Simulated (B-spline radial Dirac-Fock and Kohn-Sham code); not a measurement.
Auger parameter of neodymium: the L3 level and its strongest L3-MM line

Model: ΔSCF Dirac-Fock with Breit, self-energy and vacuum polarisation, finite nucleus, configuration average. Program: a B-spline atomic structure program. The modified Auger parameter α′ is the binding energy plus the kinetic energy of the Auger electron; it does not depend on the energy zero. For free ions it tends to fall with charge, since less charge screens the final holes.

```
            species          configuration  binding 2p3/2 (eV)  Auger line  kinetic (eV)  α′ (eV)
                 Nd           [Xe] 4f4 6s2              6213.3    M3M3 J=2        3559.5   9772.8
                Nd⁺           [Xe] 4f4 6s1              6219.8    M3M3 J=2        3551.7   9771.5
                Nd⁺           [Xe] 4f3 6s2              6231.1    M3M3 J=2        3535.6   9766.6
               Nd²⁺               [Xe] 4f4              6227.4    M3M3 J=2        3543.1   9770.4
               Nd³⁺               [Xe] 4f3              6247.6    M3M3 J=2        3517.1   9764.7
               Nd³⁺           [Xe] 4f1 6s2              6275.2    M3M3 J=2        3479.8   9755.0
Nd³⁺ (Watson 1.6 Å)               [Xe] 4f3              6220.8    M3M3 J=2        3544.0   9764.8
Nd³⁺ (Watson 2.4 Å)               [Xe] 4f3              6229.6    M3M3 J=2        3535.1   9764.7
               Nd⁴⁺               [Xe] 4f2              6270.5    M3M3 J=2        3488.7   9759.1
  Nd⁴⁺ (Watson 2 Å)               [Xe] 4f2              6241.7    M3M3 J=2        3517.5   9759.1
Nd⁴⁺ (Watson 2.7 Å)               [Xe] 4f2              6249.1    M3M3 J=2        3510.0   9759.1
               Nd⁵⁺  [Kr] 4d10 4f2 5s2 5p5              6287.6    M3M3 J=2        3471.1   9758.7
               Nd⁶⁺  [Kr] 4d10 4f2 5s2 5p4              6305.6    M3M3 J=2        3452.8   9758.4
               Nd⁷⁺  [Kr] 4d10 4f2 5s2 5p3              6324.4    M3M3 J=2        3434.2   9758.6
```

Values without a named source are computed, but for edge energies of neutral atoms, which are taken from tables.
